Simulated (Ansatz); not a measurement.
BCl₃ (SMILES ClB(Cl)Cl), singlet, geometry from GFN2-xTB. Base run: SVWN5/STO-3G in Ansatz (a first-principles code).

Here is a job for Ansatz.
Ansatz 0.2 input:
```yaml
crystal:
  periodic: [false, false, false]
  atoms:
    - {symbol: B, position_ang: [-0.00012924, 0.00017465, -0.01065182]}
    - {symbol: Cl, position_ang: [0.02666439, 1.72290836, 0.02897049]}
    - {symbol: Cl, position_ang: [1.47887022, -0.88426276, -0.03139692]}
    - {symbol: Cl, position_ang: [-1.50549659, -0.83869697, 0.00555932]}
basis:
  gaussian:
    orbitals: STO-3G
hamiltonian:
  xc: {name: SVWN5}
```

Each row names what was changed in the base input (with any setting that the change needs).

```
change                                   E (Eh)
----------------------------------  -----------
base                                -1385.38305
functional = PBE0-DH                -1389.74903
functional = revpbe                 -1389.96612
functional = pbe0                   -1389.79720
functional = pbe0; dispersion = d4  -1389.80143
functional = blyp                   -1390.04766
functional = wB97X-V                -1390.08514
functional = hse06                  -1389.77310
functional = hf                     -1388.22558
functional = wB97M-V                -1390.37661
functional = PBE-QIDH               -1389.46923
functional = BHLYP                  -1390.26905
functional = B2PLYP                 -1389.69260
```

Total energies compare only within one method and basis.
